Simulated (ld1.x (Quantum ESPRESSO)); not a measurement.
# LDA (PZ) TM dataset for copper (Cu), scalar-relativistic all-electron reference.

Cu (Z = 29), norm-conserving Troullier–Martins (Kleinman–Bylander form), made with ld1.x (Quantum ESPRESSO) 7.5 (LDA (PZ), scalar-relativistic). Core [Ne], reference 3s2 3p6 3d10 4s0.5 4p0.5. Waves: 3s (bound): rc 1.15 bohr; 3p (bound): rc 1.10 bohr; 3d (bound): rc 1.55 bohr. Local part: all-electron potential smoothed inside 1.30 bohr (lloc = -2). Core correction: full core density, not smoothed (it rises at the typed radius of 0.95 bohr, so ld1.x skipped the fit).

Occupied shells without a wave of their own: 4p, 4s. They enter only through the test configuration that unscreens the potential, and ld1.x also counts them in the model core charge.

All-electron outer shells of the reference configuration (LDA (PZ), scalar-relativistic, ld1.x):

```csv
shell,level (eV),outermost node (bohr),outermost maximum (bohr)
2s,-1061.45,0.07,0.20
2p,-917.49,–,0.16
3s,-115.27,0.29,0.61
3p,-73.16,0.26,0.62
3d,-6.44,–,0.60
4s,-5.66,0.89,2.21
4p,-1.41,0.97,3.39
```

Task: Estimate the cutoffs (Ry, on a coarse ladder) from which the occupation-weighted sum of valence levels, in a spherical-Bessel basis at the reference potential, stays within 10 and 1 mRy of its value at 400 Ry.

Result: 140 Ry and 230 Ry.

Task: Does the potential have ghost states?

Result: No extra level below or beside the all-electron valence levels (s, p, d, f tested).

Task: Tests: 3s2 3p6 3d10 4s1 4p0; 3s2 3p6 3d10 4s0 4p0; 3s2 3p6 3d9 4s0 4p0; 3s2 3p5 3d10 4s1 4p0; 3s2 3p6 3d7 4s0 4p0; 3s2 3p6 3d9 4s2 4p0; 3s2 3p6 3d8 4s0 4p0. Which has the largest error in its energy relative to the reference configuration, and how large is it?

Result: 3s2 3p6 3d8 4s0 4p0, with -486 meV (all-electron minus pseudo) on +67.41 eV.

ld1.x takes every shell without a wave as core, so the model core holds the 4p, 4s electrons as well and exchange and correlation see them twice. This cancels in the reference configuration, but the file is broken for other ones, and its errors say nothing about a proper core correction.
